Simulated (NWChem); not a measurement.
# C2H4OSe; SMILES C[Se]C=O

```xyz
8

C     -1.5707     0.6156     0.0000
Se     0.3667     0.6160     0.0000
C      0.5820    -1.2872     0.0000
O     -0.3050    -2.0901     0.0000
H     -1.9408     1.1201     0.9009
H     -1.9408     1.1201    -0.9009
H     -1.8745    -0.4419     0.0000
H      1.6628    -1.5632     0.0000
```
Atoms are numbered in this order, from 1.

Geometry: optimised at PBE0/def2-SVP.

Spin-orbit effects, on the heavy nuclei and on their neighbours, are missing.

Task: Give the principal values of the shielding tensors (ppm) of C1, Se2, C3, O4 from B3LYP/6-31G* (spherical d), GIAO (NWChem), with their diamagnetic and paramagnetic parts as GIAO splits them.

Result: 
```
atom     σ11     σ22     σ33  isotropic  diamagnetic  paramagnetic
----  ------  ------  ------  ---------  -----------  ------------
C1     170.2   181.2   195.3      182.3        251.3         -69.1
Se2    560.3  1581.5  2194.1     1445.3       2997.3       -1552.0
C3     -89.8    12.6    96.5        6.5        254.6        -248.1
O4    -779.1  -312.2   384.4     -235.6        397.4        -633.1
```
